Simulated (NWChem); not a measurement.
## A calculation on H$_{3}$Ga

```xyz
4

Ga     0.0000     0.0000     0.0000
H      0.0000     0.0000     1.5807
H      1.3689     0.0000    -0.7903
H     -1.3689     0.0000    -0.7903
```
Charge 0, spin multiplicity 1.

Everything below was run with NWChem. Structure: optimised with PBE/def2-SVP, a minimum by its harmonic frequencies.

Static limit.

The Hamiltonian is non-relativistic. The correlated methods keep 9 core orbitals frozen. The structure started from a generated list of species.

Give the polarisability tensor in bohr³ at CCSD linear response/def2-SVPD, 9 core orbitals frozen, in the frame of the coordinates, and its isotropic mean.


```
35.65   0.00   0.00
 0.00  26.41   0.00
 0.00   0.00  35.65
```
Mean (one third of the trace): 32.57 bohr³.
